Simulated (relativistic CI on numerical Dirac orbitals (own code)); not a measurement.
**Ni⁴⁺: 2p photoemission**

Computed with this model: Dirac-Coulomb-Breit CI, separate exchange-only KLI orbitals for each configuration, model QED (radiative potential, 1s self-energy scaled to tabulated hydrogen-like ionisation energies), multiplet model of photoemission in the sudden approximation, unscaled Slater integrals; configurations [Ar] 3d6 → [He] 2s2 2p5 3s2 3p6 3d6; 80 K; Lorentzian 0.5 eV and Gaussian 0.6 eV FWHM. Energies are those of the free ion, without screening or charge transfer. The energies are binding energies and can lie tens of eV above those of solids. S is read from ⟨S²⟩ = S(S + 1).

Field parameters in Wybourne normalisation: D3d B²₀ = −7Dσ, B⁴₀ = −14Dq − 21Dτ, B⁴₃ = −14√(10/7) Dq; D4h B²₀ = −7Ds, B⁴₀ = 21(Dq − Dt), B⁴₄ = 21√(5/14) Dq. The field is a parameter set, without covalency.

free ion: ground-state S = 2.00, centroid 945.82 eV. Peaks (eV, height): 936.2 (100), 938.9 (91), 941.2 (36), 943.1 (8), 944.8 (15), 946.0 (22), 957.2 (37), 958.2 (64), 960.1 (30), 963.6 (10).

D4h, 10Dq = 11450, Ds = 1910, Dt = 1010 cm⁻¹: ground-state S = 2.00, centroid 945.82 eV. Peaks (eV, height): 936.2 (100), 938.9 (88), 941.7 (24), 945.2 (15), 946.2 (19), 957.2 (36), 958.3 (64), 960.3 (20), 963.9 (7).

D3d, 10Dq = 11450, Dσ = -1070, Dτ = -460 cm⁻¹: ground-state S = 2.00, centroid 945.83 eV. Peaks (eV, height): 936.4 (100), 938.7 (71), 941.9 (28), 946.3 (16), 956.8 (38), 958.5 (56), 961.0 (14), 963.6 (7).

D3d, 10Dq = 26750, Dσ = -720, Dτ = -220 cm⁻¹: ground-state S = 0.10, centroid 946.51 eV. Peaks (eV, height): 939.7 (100), 942.9 (7), 945.1 (11), 957.2 (47), 959.7 (20), 961.8 (8).

D4h, 10Dq = 28300, Ds = 1840, Dt = 490 cm⁻¹: ground-state S = 0.17, centroid 946.49 eV. Peaks (eV, height): 939.6 (100), 942.9 (7), 945.1 (10), 957.2 (41), 959.6 (18), 961.7 (7).

D4h, 10Dq = 18200, Ds = 490, Dt = 480 cm⁻¹: ground-state S = 2.00, centroid 945.84 eV. Peaks (eV, height): 936.5 (100), 938.5 (83), 940.2 (33), 941.6 (31), 945.3 (13), 946.3 (17), 956.9 (45), 958.4 (51), 960.9 (13), 963.6 (7).

Strongest unbroadened transitions for D4h, 10Dq = 11450, Ds = 1910, Dt = 1010 cm⁻¹:

```tsv
Energy (eV)	Relative strength
936.19	100.0
936.20	58.9
936.29	27.7
936.30	9.7
938.51	7.8
938.52	12.6
938.53	10.8
938.89	38.0
938.90	23.5
938.93	51.6
939.00	21.4
956.38	7.6
957.09	11.6
957.10	17.1
957.20	7.5
958.29	21.7
958.30	80.3
958.58	9.1
```
